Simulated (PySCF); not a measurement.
How the method moves the HOMO and LUMO of `CCO[SiH2]S[SiH3]`

Species: C2H10OSSi2.
Cartesian coordinates in Å at the PBE0-D3(BJ)/def2-SVP level; atoms count from 1:
```xyz
16
C2H10OSSi2 angstrom
C     -2.4838    0.5299    0.5345
C     -1.2150   -0.2633    0.3110
O     -0.2064    0.0817    1.2385
Si     0.8644    1.3385    1.0852
S      1.9416    1.1794   -0.7684
Si     2.5663   -0.8733   -0.5564
H     -3.2713    0.2013   -0.1607
H     -2.8492    0.3921    1.5630
H     -2.3168    1.6060    0.3715
H     -0.8470   -0.1217   -0.7227
H     -1.4096   -1.3407    0.4375
H      1.7658    1.2188    2.2590
H      0.2139    2.6800    1.0286
H      3.7089   -1.0643   -1.4936
H      3.0016   -1.1382    0.8466
H      1.4671   -1.8148   -0.9195
```

Basis pcSseg-1 throughout (PySCF), one geometry. The structure is a single PBE0-D3(BJ)/def2-SVP conformer in the gas phase; no vibrational or solvent corrections.

**Question.** How do the orbital energies, the gap and the dipole change with the method?

**Answer.** 
```json
{"method": "BLYP", "kind": "GGA", "HOMO (eV)": "-6.18", "LUMO (eV)": "-0.63", "gap (eV)": "5.55", "μ (D)": "1.31", "SCF cycles": "15"}
{"method": "PBE", "kind": "GGA", "HOMO (eV)": "-6.38", "LUMO (eV)": "-0.81", "gap (eV)": "5.57", "μ (D)": "1.35", "SCF cycles": "15"}
{"method": "OPBE", "kind": "GGA", "HOMO (eV)": "-6.40", "LUMO (eV)": "-0.63", "gap (eV)": "5.77", "μ (D)": "1.39", "SCF cycles": "16"}
{"method": "LDA", "kind": "LDA", "HOMO (eV)": "-6.47", "LUMO (eV)": "-1.08", "gap (eV)": "5.39", "μ (D)": "1.36", "SCF cycles": "14"}
{"method": "BP86", "kind": "GGA", "HOMO (eV)": "-6.48", "LUMO (eV)": "-0.88", "gap (eV)": "5.60", "μ (D)": "1.38", "SCF cycles": "14"}
{"method": "PBE0", "kind": "global hybrid", "HOMO (eV)": "-7.59", "LUMO (eV)": "0.04", "gap (eV)": "7.63", "μ (D)": "1.37", "SCF cycles": "12"}
{"method": "wB97X-D", "kind": "range-separated hybrid", "HOMO (eV)": "-9.42", "LUMO (eV)": "1.79", "gap (eV)": "11.21", "μ (D)": "1.44", "SCF cycles": "12"}
{"method": "HF", "kind": "Hartree–Fock", "HOMO (eV)": "-10.33", "LUMO (eV)": "3.33", "gap (eV)": "13.66", "μ (D)": "1.45", "SCF cycles": "10"}
```

The HOMO spans 4.15 eV, from BLYP down to HF, and the gap runs from 5.39 eV (LDA) to 13.66 eV (HF). Over the methods BLYP (0 %), PBE (0 %), OPBE (0 %), LDA (0 %), BP86 (0 %), PBE0 (25 %), HF (100 %), a straight line through the gap against the share of exact exchange rises by 0.81 eV for each 10 % (correlation coefficient 0.999). The dipole ranges from 1.31 D (BLYP) to 1.45 D (HF). This basis has no diffuse functions.

The vertical ΔSCF ionisation energy at PBE0/def2-SVPD is 9.45 eV; −ε(HOMO) comes closest to it with wB97X-D (9.42 eV).
